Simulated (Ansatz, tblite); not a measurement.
Cost and result up the ladder for Sn3Cl8 (11 atoms). Charge 0, multiplicity 1. Geometry: r2SCAN-D4/def2-SVP.

| atom | x (Å) | y (Å) | z (Å) |
| --- | --- | --- | --- |
| Sn1 | 2.187 | -0.678 | 0.695 |
| Cl2 | 1.209 | -1.057 | 2.793 |
| Cl3 | 3.528 | -2.523 | 0.172 |
| Cl4 | 3.566 | 1.205 | 0.869 |
| Sn5 | 0.071 | -0.244 | -1.128 |
| Cl6 | -0.491 | -2.277 | -2.155 |
| Cl7 | 0.799 | 1.203 | -2.824 |
| Sn8 | -2.232 | 0.845 | 0.093 |
| Cl9 | -3.468 | -0.818 | 1.180 |
| Cl10 | -3.654 | 1.953 | -1.399 |
| Cl11 | -1.515 | 2.390 | 1.704 |

Ansatz on 4 threads of Arm Neoverse V2 on a shared host; xTB runs through tblite on one thread. Times are rough, summed over both states, and most runs start from the orbitals of an earlier one. PBE0-D4/def2-SVP serves as the yardstick here, not as an exact answer. The other state is a triplet.

In the def2 sets Sn takes a core potential; there is no spin–orbit coupling. The xTB rows come from tblite.

xTB has no spin-polarisation term.

```json
{"level": "GFN1-xTB", "functions": "99", "wall time": "0.037 s"}
{"level": "GFN2-xTB", "functions": "99", "wall time": "0.079 s"}
{"level": "PBE-D4/def2-SVP", "functions": "222", "wall time": "16 s"}
{"level": "PBE0-D4/def2-SVP", "functions": "222", "wall time": "34 s"}
```

Q: Estimate what each level gives for the vertical triplet (eV).

A: 
```csv
level,vertical triplet (eV),difference from PBE0-D4/def2-SVP (eV)
GFN1-xTB,1.43,-1.43
GFN2-xTB,0.91,-1.95
PBE-D4/def2-SVP,2.34,-0.52
PBE0-D4/def2-SVP,2.86,0.00
```
